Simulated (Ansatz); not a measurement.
Reaction (redistribution): `[GeH3][SiH2][GeH2][GeH3]` + `[AlH2][SiH2][GeH3]` → `[GeH3][SiH2][GeH2][SiH2][GeH3]` + `[AlH2][GeH3]`

Isolated molecules relaxed with PBE0-D4/def2-TZVP in Ansatz; ΔE leaves out vibrations. CCSD(T)/CBS is the MP2 limit (def2-TZVPP, def2-QZVPP) plus CCSD(T) − MP2 in def2-TZVPP, frozen cores. DFT in def2-TZVPP. B3LYP here is the variant with VWN-RPA as its local correlation; programs differ in this. HSE06 is defined as in plane-wave codes. For Ge outer-core shells are correlated without core-valence functions, which leaves a few kJ/mol of doubt a bond. Scalar relativity is left out up to krypton. One conformer a species, not always the lowest.

Is it downhill or uphill in electronic energy at CCSD(T)/CBS, and by how much? (Best estimate.)

Ansatz gave: Downhill: ΔE = -0.09 eV.

What do these levels give: PBE-D4, revPBE-D4, B97M-V, B3LYP-D4, r2SCANh-D4, r2SCAN0-D4, HSE06-D4, BHLYP, CAM-B3LYP, LC-ωPBE, MP2/def2-TZVPP, CCSD/CBS(def2)? (Best estimate.)

Computed: PBE-D4 -0.07, revPBE-D4 -0.07, B97M-V -0.06, B3LYP-D4 -0.09, r2SCANh-D4 -0.07, r2SCAN0-D4 -0.08, HSE06-D4 -0.07, BHLYP -0.03, CAM-B3LYP -0.04, LC-ωPBE -0.05, MP2/def2-TZVPP -0.08, CCSD/CBS(def2) -0.08 eV.

Largest T1 diagnostic among the species: 0.012.

The D4 term adds −0.07 eV with B3LYP and −0.05 eV with PBE0; it sums over pairs of atoms, weighted by their polarisabilities, and B3LYP, whose exchange is more repulsive, gets the larger term. In def2-TZVPP, CCSD(T) changes the Hartree–Fock value by −0.07 eV (the triples alone add −0.01 eV) and MP2 by −0.08 eV. Leaving LDA and LC-ωPBE aside and taking each functional with its dispersion term where it has one, the values, not all of them listed here, spread over 0.06 eV, from ωB97M-V to B2PLYP. LDA lies −0.06 eV from PBE without D4.
